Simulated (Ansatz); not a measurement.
A made-up structure of SiH3Te (charge +1), singlet:

```xyz
5
angstrom
Si 1.3788 1.0761 0.0690
Te -0.1825 -0.6973 0.0153
H -1.8406 -0.4099 -0.1410
H 0.3885 -2.2834 0.1351
H 0.3010 1.9915 -0.0609
```

It is relaxed with PBE-D4/def2-SVP and then PBE0-D4/def2-TZVP (Ansatz 0.2.0). Atoms count as bonded within 1.22 times the sum of their covalent radii (H–H: 0.88 Å). The end point is not checked to be a true minimum.

(1) Does its bonding change? (Judge from chemistry; the calculation decides.)

Results:

(1) By the calculation: No: no bond forms or breaks.

Where it ends: The first stage lowers the energy by 1.07 eV in 19 steps. It ends as SiH₃Te ([SiH][TeH2]), total charge +1:
```
5
angstrom
Si 1.3901 1.0035 -0.2375
Te -0.3785 -0.7687 0.7663
H -1.4713 -0.4720 -0.4484
H 0.2516 -2.0790 -0.0353
H 0.2533 1.9931 -0.0276
```

Labels in which every atom is bracketed show which atoms are joined, not bond orders.

For scale, one of the runs: PBE0-D4/def2-TZVP relaxation, 105 basis functions, launched by `ansatz run in.yaml --threads 2 --pin off --events-out ev --progress --plain --max-ram 4352MiB`. The run took about 14 s on 2 CPU threads of an Arm Neoverse V1 (shared host).
